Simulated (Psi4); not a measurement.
CH$_{3}$AlF$_{2}$, charge +1, doublet, at a GFN2-xTB geometry (such geometries of metal compounds can be far from the true shape) (a state made from the parent by changing its charge; the spin is typed, not shown lowest); PBE0/def2-SVPD run with Psi4 1.11.

Psi4 was given this input:
```
memory 2 GB

molecule mol {
1 2
Al    0.165827    0.133263    0.005304
C    -1.494241   -1.159365   -0.060576
H    -1.154082   -1.983888   -0.700429
H    -2.282821   -0.524744   -0.485238
H    -1.633589   -1.452510    0.988070
F    -0.155471    1.613635   -0.578320
F     1.475492   -0.593089    0.632998
}

set {
  basis def2-svpd
  reference uks
}

energy('pbe0')
print_variables()
```

It wrote (shortened):

```
   => Loading Basis Set <=

    Name: DEF2-SVPD
    Role: ORBITAL
    Keyword: BASIS

         ---------------------------------------------------------
                                   SCF
               by Justin Turney, Rob Parrish, Andy Simmonett
                          and Daniel G. A. Smith
                              UKS Reference
         ---------------------------------------------------------

  ==> Geometry <==

    Molecular point group: c1
    Full point group: C1

    Geometry (in Angstrom), charge = 1, multiplicity = 2:

       Center              X                  Y                   Z               Mass
    ------------   -----------------  -----------------  -----------------  -----------------
         AL           0.084435127019     0.069766106274     0.002105953184    26.981538530000
         C           -1.575632872981    -1.222861893726    -0.063774046816    12.000000000000
         H           -1.235473872981    -2.047384893726    -0.703627046816     1.007825032230
         H           -2.364212872981    -0.588240893726    -0.488436046816     1.007825032230
         H           -1.714980872981    -1.516006893726     0.984871953184     1.007825032230
         F           -0.236862872981     1.550138106274    -0.581518046816    18.998403162730
         F            1.394100127019    -0.656585893726     0.629799953184    18.998403162730

  Running in c1 symmetry.

  Rotational constants: A =      0.19769  B =      0.18928  C =      0.09861 [cm^-1]
  Rotational constants: A =   5926.47380  B =   5674.40369  C =   2956.32921 [MHz]
  Nuclear repulsion =  154.303790295915007

  Charge       = 1
  Multiplicity = 2
  Electrons    = 39
  Nalpha       = 20
  Nbeta        = 19

  ==> Algorithm <==

  SCF Algorithm Type is DF.
  DIIS enabled.
  MOM disabled.
  Fractional occupation disabled.
  Guess Type is SAD.
  Energy threshold   = 1.00e-06
  Density threshold  = 1.00e-06
  Integral threshold = 1.00e-12

  ==> Primary Basis <==

  Basis Set: DEF2-SVPD
    Blend: DEF2-SVPD
    Number of shells: 48
    Number of basis functions: 114
    Number of Cartesian functions: 122
    Spherical Harmonics?: true
    Max angular momentum: 2

  ==> DFT Potential <==

   => LibXC <=

    Version 7.1.2
    S. Lehtola, C. Steigemann, M. J. T. Oliveira, and M. A. L. Marques,  SoftwareX 7, 1–5 (2018) (10.1016/j.softx.2017.11.002)

   => Composite Functional: PBE0 <=

    PBE0 Hyb-GGA Exchange-Correlation Functional

[...]
      Ntotal   =   38.9999545642 ; deviation = -4.544e-05

   @Spin Contamination Metric:   3.292876184E-03
   @S^2 Expected:                7.500000000E-01
   @S^2 Observed:                7.532928762E-01
   @S   Expected:                5.000000000E-01
   @S   Observed:                5.000000000E-01

    Orbital Energies [Eh]
    ---------------------

    Alpha Occupied:

[...]
    Alpha Virtual:

[...]
     114A      3.410944

    Beta Occupied:

[...]
      19A     -0.648625

    Beta Virtual:

[...]
    Final Occupation by Irrep:
              A
    DOCC [    19 ]
    SOCC [     1 ]
    NA   [    20 ]
    NB   [    19 ]

  @DF-UKS Final Energy:  -481.18308025480974

   => Energetics <=

    Nuclear Repulsion Energy =            154.3037902959150074
    One-Electron Energy =                -965.8211158851190703
    Two-Electron Energy =                 364.7769698100905771
    DFT Exchange-Correlation Energy =     -34.4427244756961954
    Empirical Dispersion Energy =           0.0000000000000000
    VV10 Nonlocal Energy =                  0.0000000000000000
    Total Energy =                       -481.1830802548097381

  UHF NO Occupations:
  HONO-2 :   18  A 1.9996249
  HONO-1 :   19  A 1.9990577
  HONO-0 :   20  A 1.0000000
  LUNO+0 :   21  A 0.0009423
  LUNO+1 :   22  A 0.0003751
  LUNO+2 :   23  A 0.0001509
  LUNO+3 :   24  A 0.0001178

Computation Completed

Properties will be evaluated at   0.000000,   0.000000,   0.000000 [a0]

Properties computed using the SCF density matrix

 Multipole Moments:

 ------------------------------------------------------------------------------------
     Multipole            Electronic (a.u.)      Nuclear  (a.u.)        Total (a.u.)
 ------------------------------------------------------------------------------------

 L = 1.  Multiply by 2.5417464519 to convert [e a0] to [Debye]
 Dipole X            :          4.2252185           -6.1523302           -1.9271117
 Dipole Y            :          3.3103375           -4.7996677           -1.4893302
 Dipole Z            :          0.1618303           -0.2417354           -0.0799051
 Magnitude           :                                                    2.4368522

 ------------------------------------------------------------------------------------

  Variable Map:
  ----------------------------------------------------------------------------
[...]
  Array Variable Map:
  ----------------------------------------------------------------------------
[...]
[...]
```
